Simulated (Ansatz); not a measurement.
Geometry optimisation of MoO4H2.

```yaml
crystal:
  periodic: [false, false, false]
  atoms:
    - {symbol: Mo, position_ang: [0.012120, -0.261970, 0.188940]}
    - {symbol: O, position_ang: [-0.947310, -1.599970, 0.329470]}
    - {symbol: O, position_ang: [-0.314620, 0.822120, 1.581390]}
    - {symbol: O, position_ang: [1.004180, 0.380660, 1.544180]}
    - {symbol: O, position_ang: [-0.396730, 0.627750, -1.243830]}
    - {symbol: H, position_ang: [-0.765310, 0.986780, -2.049260]}
    - {symbol: H, position_ang: [1.407680, -0.955370, -0.350900]}
basis:
  gaussian: {orbitals: def2-SVP}
hamiltonian: {xc: pbe, dispersion: d4}
scf: {omitted_lower_state_checks: [starts]}
output: {orbitals: {seedname: orbitals}}
relax: {f_tol: 0.02, max_steps: 100}
```

```sh
$ ansatz run in.yaml --threads 2 --pin off --events-out ev --progress --plain --max-ram 4352MiB
```

Output, abridged:

```
Functional definition: PBE
mean field -10062.84647648 eV, -369.8027871685 hartree, gradient 5.7e-5 eV, S^2 0.000000; 0 other end points of the search recorded, 0 dependent functions left out
relax step   1: F+E_penalty+E_count = -10063.00830762 eV  Δ(F+E_penalty+E_count) = +0.000e0 eV  max|allowed force component| = 4.541e0 eV/Å  Δτ_max = 0.0000 Å  (32 SCF iters, accepted)
mean field -10063.73833280 eV, -369.8355622835 hartree, gradient 1.4e-5 eV, S^2 0.000000; 0 other end points of the search recorded, 0 dependent functions left out
relax step   2: F+E_penalty+E_count = -10063.89147089 eV  Δ(F+E_penalty+E_count) = -8.832e-1 eV  max|allowed force component| = 1.653e0 eV/Å  Δτ_max = 0.1944 Å  (41 SCF iters, accepted)
mean field -10063.84202607 eV, -369.8393729410 hartree, gradient 1.8e-5 eV, S^2 0.000000; 0 other end points of the search recorded, 0 dependent functions left out
relax step   3: F+E_penalty+E_count = -10063.99482082 eV  Δ(F+E_penalty+E_count) = -1.033e-1 eV  max|allowed force component| = 4.877e-1 eV/Å  Δτ_max = 0.1839 Å  (34 SCF iters, accepted)
mean field -10063.86670796 eV, -369.8402799836 hartree, gradient 9.0e-6 eV, S^2 0.000000; 0 other end points of the search recorded, 0 dependent functions left out
relax step   4: F+E_penalty+E_count = -10064.01968266 eV  Δ(F+E_penalty+E_count) = -2.486e-2 eV  max|allowed force component| = 1.998e-1 eV/Å  Δτ_max = 0.0479 Å  (36 SCF iters, accepted)
mean field -10063.87440172 eV, -369.8405627240 hartree, gradient 2.6e-5 eV, S^2 0.000000; 0 other end points of the search recorded, 0 dependent functions left out
relax step   5: F+E_penalty+E_count = -10064.02755737 eV  Δ(F+E_penalty+E_count) = -7.875e-3 eV  max|allowed force component| = 1.841e-1 eV/Å  Δτ_max = 0.0312 Å  (33 SCF iters, accepted)
mean field -10063.88074782 eV, -369.8407959391 hartree, gradient 8.6e-6 eV, S^2 0.000000; 0 other end points of the search recorded, 0 dependent functions left out
relax step   6: F+E_penalty+E_count = -10064.03391884 eV  Δ(F+E_penalty+E_count) = -6.361e-3 eV  max|allowed force component| = 1.906e-1 eV/Å  Δτ_max = 0.0362 Å  (35 SCF iters, accepted)
mean field -10063.88256429 eV, -369.8408626929 hartree, gradient 2.7e-5 eV, S^2 0.000000; 0 other end points of the search recorded, 0 dependent functions left out
relax step   7: F+E_penalty+E_count = -10064.03574360 eV  Δ(F+E_penalty+E_count) = -1.825e-3 eV  max|allowed force component| = 1.862e-1 eV/Å  Δτ_max = 0.0100 Å  (37 SCF iters, accepted)
mean field -10063.89470028 eV, -369.8413086824 hartree, gradient 2.7e-5 eV, S^2 0.000000; 0 other end points of the search recorded, 0 dependent functions left out
relax step   8: F+E_penalty+E_count = -10064.04754301 eV  Δ(F+E_penalty+E_count) = -1.180e-2 eV  max|allowed force component| = 1.334e0 eV/Å  Δτ_max = 0.1957 Å  (42 SCF iters, accepted)
mean field -10063.91371372 eV, -369.8420074135 hartree, gradient 2.7e-5 eV, S^2 0.000000; 0 other end points of the search recorded, 0 dependent functions left out
relax step   9: F+E_penalty+E_count = -10064.06656166 eV  Δ(F+E_penalty+E_count) = -1.902e-2 eV  max|allowed force component| = 8.120e-1 eV/Å  Δτ_max = 0.0331 Å  (34 SCF iters, accepted)
mean field -10063.92829274 eV, -369.8425431825 hartree, gradient 2.6e-5 eV, S^2 0.000000; 0 other end points of the search recorded, 0 dependent functions left out
relax step  10: F+E_penalty+E_count = -10064.08118119 eV  Δ(F+E_penalty+E_count) = -1.462e-2 eV  max|allowed force component| = 3.442e-1 eV/Å  Δτ_max = 0.0671 Å  (34 SCF iters, accepted)
mean field -10063.93575503 eV, -369.8428174167 hartree, gradient 9.9e-6 eV, S^2 0.000000; 0 other end points of the search recorded, 0 dependent functions left out
relax step  11: F+E_penalty+E_count = -10064.08862565 eV  Δ(F+E_penalty+E_count) = -7.444e-3 eV  max|allowed force component| = 8.610e-2 eV/Å  Δτ_max = 0.0442 Å  (36 SCF iters, accepted)
mean field -10063.93592101 eV, -369.8428235163 hartree, gradient 2.6e-5 eV, S^2 0.000000; 0 other end points of the search recorded, 0 dependent functions left out
relax step  12: F+E_penalty+E_count = -10064.08862455 eV  Δ(F+E_penalty+E_count) = +1.101e-6 eV  max|allowed force component| = 5.732e-1 eV/Å  Δτ_max = 0.0784 Å  (34 SCF iters, rejected (line search))
mean field -10063.93900023 eV, -369.8429366758 hartree, gradient 9.2e-6 eV, S^2 0.000000; 0 other end points of the search recorded, 0 dependent functions left out
relax step  13: F+E_penalty+E_count = -10064.09179000 eV  Δ(F+E_penalty+E_count) = -3.164e-3 eV  max|allowed force component| = 1.088e-1 eV/Å  Δτ_max = 0.0392 Å  (36 SCF iters, accepted)
mean field -10063.94081202 eV, -369.8430032577 hartree, gradient 9.9e-6 eV, S^2 0.000000; 0 other end points of the search recorded, 0 dependent functions left out
relax step  14: F+E_penalty+E_count = -10064.09358557 eV  Δ(F+E_penalty+E_count) = -1.796e-3 eV  max|allowed force component| = 2.083e-1 eV/Å  Δτ_max = 0.0567 Å  (35 SCF iters, accepted)
mean field -10063.93141172 eV, -369.8426578031 hartree, gradient 1.6e-5 eV, S^2 0.000000; 0 other end points of the search recorded, 0 dependent functions left out
relax step  15: F+E_penalty+E_count = -10064.08453742 eV  Δ(F+E_penalty+E_count) = +9.048e-3 eV  max|allowed force component| = 5.106e-1 eV/Å  Δτ_max = 0.0448 Å  (35 SCF iters, rejected (line search))
mean field -10063.94158603 eV, -369.8430317021 hartree, gradient 1.1e-5 eV, S^2 0.000000; 0 other end points of the search recorded, 0 dependent functions left out
relax step  16: F+E_penalty+E_count = -10064.09440826 eV  Δ(F+E_penalty+E_count) = -8.227e-4 eV  max|allowed force component| = 4.704e-2 eV/Å  Δτ_max = 0.0079 Å  (37 SCF iters, accepted)
mean field -10063.94163732 eV, -369.8430335867 hartree, gradient 1.1e-5 eV, S^2 0.000000; 0 other end points of the search recorded, 0 dependent functions left out
relax step  17: F+E_penalty+E_count = -10064.09446107 eV  Δ(F+E_penalty+E_count) = -5.281e-5 eV  max|allowed force component| = 1.755e-2 eV/Å  Δτ_max = 0.0030 Å  (37 SCF iters, accepted)
mean field -10063.94163732 eV, -369.8430335867 hartree, gradient 2.3e-5 eV, S^2 0.000000; 0 other end points of the search recorded, 0 dependent functions left out
Total energy: -10064.09453278 eV, -369.8486523914 hartree
Atom 0 at    -0.097842    -0.144159     0.174817 Å, force    -0.017552     0.000302     0.006931 eV/Å
Atom 1 at    -0.944391    -1.599927     0.211431 Å, force     0.004730     0.002187    -0.001773 eV/Å
Atom 2 at    -0.232602     0.762220     1.836001 Å, force     0.004863    -0.003875    -0.009392 eV/Å
Atom 3 at     1.100695     0.275291     1.643293 Å, force     0.003123     0.000518     0.004348 eV/Å
Atom 4 at    -0.363060     0.892210    -1.361790 Å, force    -0.001755     0.001662    -0.009127 eV/Å
Atom 5 at    -0.825748     0.638512    -2.183600 Å, force     0.002101     0.000954     0.006949 eV/Å
Atom 6 at     1.362957    -0.824147    -0.320162 Å, force     0.004490    -0.001748     0.002064 eV/Å
Dipole moment:    -0.282975     0.148320    -0.686365 e Å
Checks for a lower state left out: starts
```

Hardware: 2 threads of Arm Neoverse V1 on a shared host. Wall time 34 s.

In the def2 sets Mo takes a core potential; there is no spin–orbit coupling. The structure holds one bond between oxygen atoms, so isomers without such links may lie far lower. The structure comes from a short search, and lower isomers may exist.
